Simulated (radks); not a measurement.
Problem. These are the eigenvalues of the occupied orbitals of an atom or ion with whole-number occupations (eV). Method: scalar-relativistic Kohn-Sham, BLYP, spin-polarised, spherical densities, finite nucleus; Fermi nuclear charge, rms radius of each element as measured or else 0.836 A^(1/3) + 0.57 fm; computed with a radial shooting solver on a logarithmic mesh with Libxc functionals.

orbital  eigenvalue
1s up     -14987.78
1s down   -14985.26
2s up     -2674.718
2s down   -2672.823
2p up     -2464.586
2p down   -2461.851
3s up     -935.7903
3s down   -927.1728
3p up     -868.3077
3p down   -859.7180

Which element is it, and in what charge state? The configuration may be excited. Open shells, if any, are filled with parallel spins first.

Solution. Z = 36, krypton, charge +20: Kr20+ in [Ne] 3s2 3p4. The list shows which subshells hold electrons but not how many an open one holds; the 1s level, -550.79 hartree, gives Z - s = 33.2 by -(Z - s)^2/2, which with screening and relativity narrows Z to a few neighbours, and the depths of the outer levels then fix element, charge and occupations together.
